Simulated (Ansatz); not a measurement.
Consider the ligand exchange at the Sn–N bond: `[NH2][Sn][N]([SiH3])[SiH3]` + H₂S → `[NH2][Sn][SH]` + `[SiH3]N[SiH3]`.

Calculated with Ansatz (gas phase, PBE0-D4/def2-TZVP geometries, no zero-point term in ΔE). CCSD(T)/CBS adds triple-zeta CCSD(T) − MP2 to the extrapolated MP2 energy (def2 sets, frozen cores). This one scheme is used for every species. DFT in def2-TZVPP. def2 core potentials past Kr. For Sn outer-core shells are correlated without core-valence functions, which leaves a few kJ/mol of doubt a bond. One conformer a species, not always the lowest.

**Question.** Is it downhill or uphill in electronic energy at CCSD(T)/CBS, and by how much? (Estimate.)

**Answer.** The calculation gave: Downhill: ΔE = -40.3 kJ/mol.

**Question.** What do these levels give: BLYP-D4, r2SCAN-D4, B97M-V, r2SCAN0-D4, BLYP, r2SCAN, RPA@PBE/def2-TZVPP, CCSD(T)/def2-SVP, HF/def2-TZVPP, MP2/def2-QZVPP, SCS-MP2/def2-QZVPP, HF/CBS(def2)? (Best estimate.)

**Answer.** Ansatz gave: BLYP-D4 -44.3, r2SCAN-D4 -50.7, B97M-V -48.7, r2SCAN0-D4 -53.0, BLYP -62.9, r2SCAN -53.3, RPA@PBE/def2-TZVPP -33.5, CCSD(T)/def2-SVP -33.9, HF/def2-TZVPP -67.1, MP2/def2-QZVPP -38.1, SCS-MP2/def2-QZVPP -40.6, HF/CBS(def2) -66.1 kJ/mol.

Largest T1 diagnostic among the species: 0.016.

The D4 term adds +15.3 kJ/mol with B3LYP and +8.5 kJ/mol with PBE0; it sums over pairs of atoms, weighted by their polarisabilities, and B3LYP, whose exchange is more repulsive, gets the larger term. In def2-TZVPP, CCSD(T) changes the Hartree–Fock value by +29.7 kJ/mol (the triples alone add +4.2 kJ/mol) and MP2 by +30.3 kJ/mol. At CCSD(T), def2-SVP lies +6.3 kJ/mol from the extrapolated value and def2-TZVPP +2.9 kJ/mol.

B3LYP here is the variant with VWN-RPA as its local correlation; programs differ in this.
